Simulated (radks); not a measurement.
Question: Nd XXXVII, 24 electrons, occupied as [Ar] 3d6. Method: non-relativistic Kohn-Sham, TPSS, spin-polarised, spherical densities, point nucleus; open shells are filled with parallel spins first (spin-orbit coupling, left out, can overturn this in heavy ions); meta-GGA in the generalised Kohn-Sham scheme; relativity is left out, which matters for an element this heavy; computed with a radial shooting solver on a logarithmic mesh with Libxc functionals. Some entries of the table are withheld. Estimate them.

orbital,occ.,eigenvalue (hartree),<r^2> (bohr^2)
1s up,1,-1574.742,0.0008550
1s down,1,-1574.742,0.0008550
2s up,1,-297.9582,0.01356
2s down,1,-297.4340,0.01353
2p up,3,-285.8762,0.01011
2p down,3,-285.4865,0.01008
3s up,1,-105.3893,0.08173
3s down,1,-104.8317,0.08214
3p up,3,-100.3974,0.07583
3p down,3,-99.78268,0.07630
3d up,5,(1),(2)
3d down,1,(3),(4)
4s up,0,(5),0.3038
4s down,0,(6),0.3055
4p up,0,-50.66282,0.3008
4p down,0,-50.46679,0.3027

Answer: 
(1) 3d up eigenvalue (hartree): -91.73231
(2) 3d up <r^2> (bohr^2): 0.05897
(3) 3d down eigenvalue (hartree): -90.94622
(4) 3d down <r^2> (bohr^2): 0.05948
(5) 4s up eigenvalue (hartree): -52.77894
(6) 4s down eigenvalue (hartree): -52.59555
